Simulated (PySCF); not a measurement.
B(Me)2(Et) (C₄H₁₁B), SMILES B(C)(C)CC.

The structure is a stationary point at B3LYP-D3(BJ)/def2-SVP. One conformer was computed; it need not be the lowest.

All values below come from PBE/def2-TZVP (PySCF).

Gas-phase values at a fixed geometry.

```
Quantity                                                                                                        Value
---------------------------------------------------------------------------------------------  ----------------------
total energy                                                                                       -183.69473 hartree
highest occupied level                                                                                       -6.75 eV
lowest empty level                                                                                           -1.17 eV
orbital gap                                                                                                   5.58 eV
dipole moment                                                                                                  0.05 D
quadrupole, principal values (traceless, Buckingham form, about the centre of nuclear charge)  -1.83, -0.44, 2.27 D·Å
mean static polarisability                                                                       66.4 bohr³ (9.84 Å³)
polarisability, principal values                                                               55.1, 68.8, 75.4 bohr³
```
